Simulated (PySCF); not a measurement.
C4H10S, charge +1, doublet, geometry from GFN2-xTB (a state made from the parent by changing its charge; the spin is typed, not shown lowest); CCSD/STO-3G (PySCF).

The PySCF input:
```python
from pyscf import gto, scf, cc

mol = gto.M(
    atom='''
C    -0.26413795    1.26657261   -1.08431860
C    -0.28699207    0.01975822   -0.22246134
C     0.12360929   -1.22641895   -1.04949403
C    -1.62001580   -0.21852587    0.45970421
S     1.02919657    0.05366644    1.05523255
H    -1.04337611    1.19147043   -1.84056845
H    -0.46283620    2.15631129   -0.48966456
H     0.68505347    1.39779558   -1.60007349
H     0.13784997   -2.13038835   -0.44497007
H    -0.63535139   -1.34814682   -1.82412238
H     1.08947127   -1.09934660   -1.53254090
H    -1.59432449   -1.08881085    1.11221865
H    -1.90838655    0.64419116    1.05803987
H    -2.39223305   -0.38206491   -0.28865026
H     1.94220721    0.75200976    0.34602922
''',
    basis='sto-3g',
    charge=1,
    spin=1,
    verbose=4,
)

mf = scf.UHF(mol)
mf.kernel()

mycc = cc.CCSD(mf)
mycc.kernel()
print('E(CCSD) = %.10f' % mycc.e_tot)
```

Task: What does PySCF print? Leave out banner, timings and long lists.

Result: 
```
PySCF version 2.14.0

[INPUT] verbose = 4
[INPUT] num. atoms = 15
[INPUT] num. electrons = 49
[INPUT] charge = 1
[INPUT] spin (= nelec alpha-beta = 2S) = 1
[INPUT] symmetry False subgroup None
[INPUT] Mole.unit = angstrom
[INPUT] Symbol           X                Y                Z      unit          X                Y                Z       unit  Magmom
[INPUT]  1 C     -0.264137950000   1.266572610000  -1.084318600000 AA   -0.499148384604   2.393475349776  -2.049065185772 Bohr   0.0
[INPUT]  2 C     -0.286992070000   0.019758220000  -0.222461340000 AA   -0.542336412222   0.037337624509  -0.420391005904 Bohr   0.0
[INPUT]  3 C      0.123609290000  -1.226418950000  -1.049494030000 AA    0.233587704552  -2.317595929477  -1.983256286066 Bohr   0.0
[INPUT]  4 C     -1.620015800000  -0.218525870000   0.459704210000 AA   -3.061386179468  -0.412954045432   0.868715055210 Bohr   0.0
[INPUT]  5 S      1.029196570000   0.053666440000   1.055232550000 AA    1.944899645642   0.101414873680   1.994100517226 Bohr   0.0
[INPUT]  6 H     -1.043376110000   1.191470430000  -1.840568450000 AA   -1.971695092814   2.251552798218  -3.478170284015 Bohr   0.0
[INPUT]  7 H     -0.462836200000   2.156311290000  -0.489664560000 AA   -0.874633658534   4.074837777408  -0.925331911306 Bohr   0.0
[INPUT]  8 H      0.685053470000   1.397795580000  -1.600073490000 AA    1.294563438983   2.641450824328  -3.023700675277 Bohr   0.0
[INPUT]  9 H      0.137849970000  -2.130388350000  -0.444970070000 AA    0.260498689580  -4.025850520464  -0.840871565929 Bohr   0.0
[INPUT] 10 H     -0.635351390000  -1.348146820000  -1.824122380000 AA   -1.200640119962  -2.547628265503  -3.447091715890 Bohr   0.0
[INPUT] 11 H      1.089471270000  -1.099346600000  -1.532540900000 AA    2.058802320882  -2.077463989972  -2.896082575694 Bohr   0.0
[INPUT] 12 H     -1.594324490000  -1.088810850000   1.112218650000 AA   -3.012836639787  -2.057554307955   2.101788639133 Bohr   0.0
[INPUT] 13 H     -1.908386550000   0.644191160000   1.058039870000 AA   -3.606327919304   1.217344864266   1.999405583170 Bohr   0.0
[INPUT] 14 H     -2.392233050000  -0.382064910000  -0.288650260000 AA   -4.520665290633  -0.721998041707  -0.545469937184 Bohr   0.0
[INPUT] 15 H      1.942207210000   0.752009760000   0.346029220000 AA    3.670239704056   1.421092489400   0.653900456897 Bohr   0.0

nuclear repulsion = 246.122727692485
number of shells = 27
number of NR pGTOs = 117
number of NR cGTOs = 39
basis = sto-3g
ecp = {}

******** <class 'pyscf.scf.uhf.UHF'> ********
method = UHF
initial guess = minao
damping factor = 0
level_shift factor = 0
DIIS = <class 'pyscf.scf.diis.CDIIS'>
diis_start_cycle = 1
diis_space = 8
diis_damp = 0
SCF conv_tol = 1e-09
SCF conv_tol_grad = None
SCF max_cycles = 50
direct_scf = True
direct_scf_tol = 1e-13
number electrons alpha = 25  beta = 24
Set gradient conv threshold to 3.16228e-05
init E= -549.082591943419

cycle= 1 E= -548.365061509921  delta_E= 0.718  |g|= 0.236  |ddm|= 3.15
cycle= 2 E= -548.416083796602  delta_E= -0.051  |g|= 0.0965  |ddm|= 0.457
cycle= 3 E= -548.424972332836  delta_E= -0.00889  |g|= 0.0345  |ddm|= 0.164
cycle= 4 E= -548.427803569944  delta_E= -0.00283  |g|= 0.0119  |ddm|= 0.11
cycle= 5 E= -548.428256668694  delta_E= -0.000453  |g|= 0.00502  |ddm|= 0.0489
cycle= 6 E= -548.428330843143  delta_E= -7.42e-05  |g|= 0.00292  |ddm|= 0.0192
cycle= 7 E= -548.428370294812  delta_E= -3.95e-05  |g|= 0.00115  |ddm|= 0.0186
cycle= 8 E= -548.428377866032  delta_E= -7.57e-06  |g|= 0.000474  |ddm|= 0.0091
cycle= 9 E= -548.428379101507  delta_E= -1.24e-06  |g|= 0.000249  |ddm|= 0.00318
cycle= 10 E= -548.428379522777  delta_E= -4.21e-07  |g|= 8.58e-05  |ddm|= 0.00239
cycle= 11 E= -548.428379562352  delta_E= -3.96e-08  |g|= 3.96e-05  |ddm|= 0.000672
cycle= 12 E= -548.428379569008  delta_E= -6.66e-09  |g|= 1.63e-05  |ddm|= 0.000259
cycle= 13 E= -548.428379570057  delta_E= -1.05e-09  |g|= 5.22e-06  |ddm|= 0.000108
cycle= 14 E= -548.428379570139  delta_E= -8.19e-11  |g|= 2.15e-06  |ddm|= 2.8e-05
Extra cycle  E= -548.428379570144  delta_E= -5.12e-12  |g|= 1.46e-06  |ddm|= 3.85e-06
converged SCF energy = -548.428379570144  <S^2> = 0.75908927  2S+1 = 2.0090687

******** <class 'pyscf.cc.uccsd.UCCSD'> ********
CC2 = 0
CCSD nocc = (np.int64(25), np.int64(24)), nmo = (39, 39)
max_cycle = 50
direct = 0
conv_tol = 1e-07
conv_tol_normt = 1e-06
diis_space = 6
diis_start_cycle = 0
diis_start_energy_diff = 1e+09
Init t2, MP2 energy = -0.235071066593466
Init E_corr(UCCSD) = -0.235071066595418
cycle = 1  E_corr(UCCSD) = -0.285349625513996  dE = -0.0502785589  norm(t1,t2) = 0.0859017
cycle = 2  E_corr(UCCSD) = -0.301277305707612  dE = -0.0159276802  norm(t1,t2) = 0.0344195
cycle = 3  E_corr(UCCSD) = -0.311568593040361  dE = -0.0102912873  norm(t1,t2) = 0.0167157
cycle = 4  E_corr(UCCSD) = -0.311572632060139  dE = -4.03901978e-06  norm(t1,t2) = 0.00490956
cycle = 5  E_corr(UCCSD) = -0.311548295591168  dE = 2.4336469e-05  norm(t1,t2) = 0.00182702
cycle = 6  E_corr(UCCSD) = -0.311559422117219  dE = -1.11265261e-05  norm(t1,t2) = 0.00073735
cycle = 7  E_corr(UCCSD) = -0.311547132948125  dE = 1.22891691e-05  norm(t1,t2) = 0.00026075
cycle = 8  E_corr(UCCSD) = -0.311547412236667  dE = -2.79288542e-07  norm(t1,t2) = 0.00013691
cycle = 9  E_corr(UCCSD) = -0.311549678849954  dE = -2.26661329e-06  norm(t1,t2) = 8.81045e-05
cycle = 10  E_corr(UCCSD) = -0.311550186825998  dE = -5.07976044e-07  norm(t1,t2) = 4.67965e-05
cycle = 11  E_corr(UCCSD) = -0.311548698637964  dE = 1.48818803e-06  norm(t1,t2) = 2.11659e-05
cycle = 12  E_corr(UCCSD) = -0.311547761536613  dE = 9.37101351e-07  norm(t1,t2) = 1.00914e-05
cycle = 13  E_corr(UCCSD) = -0.311547634549144  dE = 1.26987469e-07  norm(t1,t2) = 4.78337e-06
cycle = 14  E_corr(UCCSD) = -0.311547727273812  dE = -9.27246678e-08  norm(t1,t2) = 2.52983e-06
cycle = 15  E_corr(UCCSD) = -0.311547759662585  dE = -3.23887733e-08  norm(t1,t2) = 1.11847e-06
cycle = 16  E_corr(UCCSD) = -0.311547751998485  dE = 7.66410024e-09  norm(t1,t2) = 5.32868e-07
UCCSD converged
E(UCCSD) = -548.7399273221425  E_corr = -0.3115477519984852
E(CCSD) = -548.7399273221
```
